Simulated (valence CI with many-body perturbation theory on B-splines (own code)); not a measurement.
The numbers below are computed, except where a source is named.
**Energy levels of Sm⁵⁵⁺**

Level of theory: relativistic CI+MBPT: five valence electrons over a frozen Dirac-Fock core [He], radial functions for each j: 11 s, 11 p, 10 d, 8 f, 5 g, 2 h, with the one-electron correlation potential Σ1 (screened to all orders), the two-electron term Σ2, the three-electron term Σ3, Breit, model QED; selected single and double excitations, second order for the rest, scaled by the run's own slope (own B-spline code, finite nucleus).

No measured spectrum was set against this ion. As an estimate, large intervals hold to a few tenths of a per cent, small ones and those within an open d or f shell to about a per cent. Among the levels kept, up to 7200 cm⁻¹ of a level comes from second order outside the variational space, and about a tenth of that is noise between levels of different J, which matters for small intervals.

Levels 46 to 90 of 201, with energies above the lowest level, (2s^2 2p1/2^2 2p3/2) J=3/2. "Leading %" is the weight of the configuration and term that name the level; weights of strongly mixed levels are sums over their largest components and can fall short. In the jj column 3d3/2^4 stands for four electrons in 3d with j = 3/2.

```
No.  Configuration  Term    J  E (Ry)  Leading %     Second component                      Leading jj
 46     2s2.2p2.3d    2D  3/2  523.47         31   12 % 2s2.2p2.3d 4D   2s^2 2p1/2 2p3/2 3d3/2 (65 %)
 47     2s2.2p2.3d    2P  1/2  523.53         15   14 % 2s2.2p2.3d 4P   2s 2p1/2^2 2p3/2 3p1/2 (58 %)
 48     2s2.2p2.3d    2D  5/2  523.57         33   30 % 2s2.2p2.3d 2F   2s^2 2p1/2 2p3/2 3d3/2 (91 %)
 49     2s2.2p2.3d    2D  3/2  524.66         16    15 % 2s.2p3.3p 4F   2s 2p1/2^2 2p3/2 3p1/2 (65 %)
 50     2s2.2p2.3d    4D  7/2  524.70         46   37 % 2s2.2p2.3d 4F   2s^2 2p1/2 2p3/2 3d5/2 (99 %)
 51     2s2.2p2.3d    4P  1/2  525.02         21   19 % 2s2.2p2.3d 2P   2s^2 2p1/2 2p3/2 3d3/2 (58 %)
 52     2s2.2p2.3d    2P  3/2  525.90         37   31 % 2s2.2p2.3d 4P   2s^2 2p1/2 2p3/2 3d5/2 (94 %)
 53     2s2.2p2.3d    2F  5/2  526.05         43   24 % 2s2.2p2.3d 4D   2s^2 2p1/2 2p3/2 3d5/2 (95 %)
 54     2s2.2p2.3d    2G  9/2  526.07         63   37 % 2s2.2p2.3d 4F  2s^2 2p1/2 2p3/2 3d5/2 (100 %)
 55     2s2.2p2.3d    2D  5/2  527.14         61   23 % 2s2.2p2.3d 4P   2s^2 2p1/2 2p3/2 3d5/2 (96 %)
 56     2s2.2p2.3d    2F  7/2  527.66         68   14 % 2s2.2p2.3d 2G   2s^2 2p1/2 2p3/2 3d5/2 (97 %)
 57     2s2.2p2.3d    2D  3/2  527.95         58   29 % 2s2.2p2.3d 2P   2s^2 2p1/2 2p3/2 3d5/2 (99 %)
 58     2s2.2p2.3d    2P  1/2  528.27         60   34 % 2s2.2p2.3d 2S   2s^2 2p1/2 2p3/2 3d5/2 (99 %)
 59      2s.2p3.3p    4D  7/2  532.26         48    30 % 2s.2p3.3p 6P   2s 2p1/2^2 2p3/2 3p3/2 (98 %)
 60      2s.2p3.3p    4P  3/2  532.84         32    25 % 2s.2p3.3p 2P   2s 2p1/2^2 2p3/2 3p3/2 (98 %)
 61      2s.2p3.3p    4P  5/2  533.91         38    21 % 2s.2p3.3p 2D   2s 2p1/2^2 2p3/2 3p3/2 (98 %)
 62      2s.2p3.3p    2P  1/2  534.19         38    27 % 2s.2p3.3p 4P   2s 2p1/2^2 2p3/2 3p3/2 (98 %)
 63      2s.2p3.3p    2D  5/2  537.92         31    19 % 2s.2p3.3p 4P   2s 2p1/2^2 2p3/2 3p3/2 (99 %)
 64      2s.2p3.3d   4D°  5/2  538.27         30   20 % 2s.2p3.3d 6D°   2s 2p1/2^2 2p3/2 3d3/2 (98 %)
 65      2s.2p3.3d   4D°  3/2  538.56         28   26 % 2s.2p3.3d 6D°   2s 2p1/2^2 2p3/2 3d3/2 (99 %)
 66      2s.2p3.3d   4F°  7/2  538.75         24   18 % 2s.2p3.3d 6D°   2s 2p1/2^2 2p3/2 3d3/2 (92 %)
 67      2s.2p3.3d   4P°  1/2  538.76         46   30 % 2s.2p3.3d 6D°   2s 2p1/2^2 2p3/2 3d3/2 (98 %)
 68      2s.2p3.3p    2P  3/2  538.91         33    15 % 2s.2p3.3p 4D   2s 2p1/2^2 2p3/2 3p3/2 (99 %)
 69      2s.2p3.3p    4P  1/2  539.20         41    16 % 2s.2p3.3p 2S   2s 2p1/2^2 2p3/2 3p3/2 (98 %)
 70      2s.2p3.3d   4F°  9/2  541.55         49   30 % 2s.2p3.3d 6D°   2s 2p1/2^2 2p3/2 3d5/2 (99 %)
 71      2s.2p3.3d   2D°  3/2  542.73         28   16 % 2s.2p3.3d 4F°   2s 2p1/2^2 2p3/2 3d3/2 (51 %)
 72      2s.2p3.3d   4D°  5/2  543.04         30   22 % 2s.2p3.3d 2D°   2s 2p1/2^2 2p3/2 3d5/2 (98 %)
 73      2s.2p3.3d   4D°  7/2  543.61         41   25 % 2s.2p3.3d 2F°   2s 2p1/2^2 2p3/2 3d5/2 (92 %)
 74     2s2.2p2.3s    4P  5/2  543.81         63   36 % 2s2.2p2.3s 2D          2s^2 2p3/2^2 3s (98 %)
 75      2s.2p3.3d   2F°  5/2  543.89         34   24 % 2s.2p3.3d 4G°   2s 2p1/2^2 2p3/2 3d3/2 (98 %)
 76      2s.2p3.3d   4D°  1/2  544.17         57   20 % 2s.2p3.3d 2P°   2s 2p1/2^2 2p3/2 3d3/2 (74 %)
 77     2s2.2p2.3s    2P  3/2  544.42         54   35 % 2s2.2p2.3s 2D          2s^2 2p3/2^2 3s (99 %)
 78      2s.2p3.3d   2D°  3/2  544.87         40   21 % 2s.2p3.3d 2P°   2s 2p1/2^2 2p3/2 3d5/2 (51 %)
 79      2s.2p3.3d   2P°  1/2  545.26         61   22 % 2s.2p3.3d 4D°   2s 2p1/2^2 2p3/2 3d5/2 (73 %)
 80      2s.2p3.3d   2F°  7/2  547.63         33   20 % 2s.2p3.3d 4D°   2s 2p1/2^2 2p3/2 3d5/2 (99 %)
 81     2s2.2p2.3s    2S  1/2  547.65         68   20 % 2s2.2p2.3s 4P          2s^2 2p3/2^2 3s (98 %)
 82      2s.2p3.3d   2D°  5/2  548.55         36   11 % 2s.2p3.3d 2F°   2s 2p1/2^2 2p3/2 3d5/2 (98 %)
 83      2s.2p3.3d   2P°  3/2  548.65         30   14 % 2s.2p3.3d 2D°   2s 2p1/2^2 2p3/2 3d5/2 (99 %)
 84     2s2.2p2.3p   4P°  3/2  550.72         26  26 % 2s2.2p2.3p 2P°       2s^2 2p3/2^2 3p1/2 (98 %)
 85     2s2.2p2.3p   2D°  5/2  550.95         39  25 % 2s2.2p2.3p 2F°       2s^2 2p3/2^2 3p1/2 (98 %)
 86     2s2.2p2.3p   2P°  1/2  554.42         74  17 % 2s2.2p2.3p 4D°       2s^2 2p3/2^2 3p1/2 (97 %)
 87      2s.2p3.3s   6S°  5/2  556.79         49   40 % 2s.2p3.3s 4D°      2s 2p1/2 2p3/2^2 3s (98 %)
 88      2s.2p3.3s   4S°  3/2  558.49         47   29 % 2s.2p3.3s 4D°      2s 2p1/2 2p3/2^2 3s (98 %)
 89      2s.2p3.3s   4D°  7/2  559.44         93   4 % 2s2.2p2.3p 4D°      2s 2p1/2 2p3/2^2 3s (93 %)
 90      2s.2p3.3s   2D°  5/2  561.05         68   22 % 2s.2p3.3s 4D°      2s 2p1/2 2p3/2^2 3s (91 %)
```
